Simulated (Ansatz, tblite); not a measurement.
Forces on VF₅ at its PBE0-D4/def2-SVP geometry. The state is a singlet with charge 0.

The xTB rows come from tblite.

GFN1-xTB (tblite), largest force 0.26 eV/Å:

```xyz
6
positions Å, forces eV/Å
V     0.000    0.000    0.000   -0.002   -0.003   -0.001
F    -1.123    0.989   -0.848    0.171   -0.147    0.130
F     1.122   -0.991    0.847   -0.169    0.152   -0.127
F    -1.264   -0.983    0.526    0.123    0.096   -0.051
F     0.474    1.328    0.923   -0.047   -0.132   -0.092
F     0.790   -0.344   -1.448   -0.077    0.034    0.142
```

GFN2-xTB (tblite), largest force 1.21 eV/Å:

```
V -0.003 -0.005 -0.003
F 0.790 -0.693 0.598
F -0.788 0.699 -0.594
F 0.572 0.445 -0.238
F -0.215 -0.603 -0.420
F -0.358 0.156 0.657
```

PBE-D4/def2-TZVP (Ansatz), largest force 1.53 eV/Å:

```
V -0.003 -0.005 -0.002
F -1.001 0.884 -0.756
F 1.002 -0.882 0.756
F -1.125 -0.875 0.468
F 0.423 1.183 0.822
F 0.704 -0.306 -1.289
```
